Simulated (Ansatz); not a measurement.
Reaction (formal exchange of groups at a C–Si bond): `N#C[SiH2][SiH2]Cl` + `[SiH3][GaH2]` → `N#C[SiH2][GaH2]` + `[SiH3][SiH2]Cl`

Program: Ansatz. Geometries: PBE0-D4/def2-TZVP. ΔE: electronic, gas phase. CBS: MP2 limit from def2 TZ/QZ plus the TZ coupled-cluster correction, frozen cores. DFT in def2-TZVPP. HSE06 is defined as in plane-wave codes. For Ga outer-core shells are correlated without core-valence functions, which leaves a few kJ/mol of doubt a bond. Scalar relativity is left out up to krypton. Each species was taken in one conformer, which may not be the lowest.

Question: Is it downhill or uphill in electronic energy at CCSD(T)/CBS, and by how much? (An estimate is asked.)

Answer: Ansatz gave: Downhill: ΔE = -4.8 kJ/mol.

Question: What do these levels give: PBE-D4, PBE0-D4, r2SCANh-D4, HSE06-D4, CAM-B3LYP-D4, r2SCAN, PBE0, r2SCAN0, HF/def2-SVP, CCSD/def2-SVP, HF/CBS(def2), MP2/CBS(def2)? (Estimate.)

Answer: The calculation gave: PBE-D4 -4.8, PBE0-D4 -5.1, r2SCANh-D4 -5.0, HSE06-D4 -5.1, CAM-B3LYP-D4 -5.1, r2SCAN -5.0, PBE0 -5.3, r2SCAN0 -5.2, HF/def2-SVP -5.9, CCSD/def2-SVP -4.3, HF/CBS(def2) -6.0, MP2/CBS(def2) -4.8 kJ/mol.

Largest T1 diagnostic among the species: 0.014.

Leaving LDA and LC-ωPBE aside and taking each functional with its dispersion term where it has one, the values, not all of them listed here, spread over 1.0 kJ/mol, from BHLYP-D4 to B97M-V.
